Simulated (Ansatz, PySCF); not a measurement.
Breaking the B1–H2 bond in BBrH2 (SMILES BBr) (multiplicity 1 held, fragments rigid). Energies count from the point at 1.183 Å.
Geometry at that point (charge 0, multiplicity 1):
```xyz
4

B     -0.8490    -1.2912     0.2112
H     -0.4717    -2.0737     1.0149
H     -1.8265    -1.4215    -0.4431
Br     0.1869     0.2843    -0.0465
```

R- and RO- levels are restricted; in cc, def2 and unpolarised 6-31G sets they are followed outwards from rest. Unrestricted levels (U-) break spin symmetry where that is lower. Active spaces are followed from a long bond inwards. Curves can end on different states.

Frozen-core correlation. Filled d and f shells under p-block atoms count as core. Rows in LANL2DZ carry no dispersion term and start afresh at each structure. LANL2DZ brings its own core potentials from Na on.

Programs: Ansatz (Gaussian basis) for Hartree–Fock, density functionals and correlated methods; PySCF for LANL2DZ rows. Each number belongs to the level named beside it.

Energies in kcal/mol.

| R (Å) | R-r2SCAN/cc-pVTZ | U-B3LYP/LANL2DZ | R-wB97X-V/cc-pVTZ | R-SCS-MP2/cc-pVTZ | FIC-MRCISD+Q on CASSCF(2,2)/cc-pVTZ |
|---|---|---|---|---|---|
| 0.947 | 24.9 | 25.5 | 25.4 | 24.8 | 25.0 |
| 1.065 | 5.1 | 5.2 | 5.3 | 4.9 | 5.0 |
| 1.183 | 0.0 | 0.0 | 0.0 | 0.0 | 0.0 |
| 1.302 | 3.1 | 3.2 | 3.1 | 3.4 | 3.2 |
| 1.420 | 10.6 | 10.9 | 10.8 | 11.4 | 10.9 |
| 1.598 | 25.7 | 26.2 | 26.3 | 27.3 | 26.0 |
| 1.775 | 41.8 | 42.8 | 43.4 | 44.4 | 41.9 |
| 2.071 | 66.9 | 68.7 | 70.7 | 71.1 | 65.8 |
| 2.367 | 87.6 | 89.2 | 94.3 | 93.1 | 83.7 |
| 2.722 | 106.6 | 101.4 | 117.4 | 113.1 | 97.2 |
| 3.195 | 123.9 | 107.4 | 140.7 | 129.7 | 105.2 |
| 3.787 | 136.5 | 109.5 | 160.9 | 137.6 | 108.1 |

Doubts at one or more of the structures used: a restricted determinant that unrestricted orbitals would lower (R-r2SCAN/cc-pVTZ, R-wB97X-V/cc-pVTZ, R-SCS-MP2/cc-pVTZ); a spin-contaminated determinant (U-B3LYP/LANL2DZ).

Ansatz is a quantum-chemistry and plane-wave program.
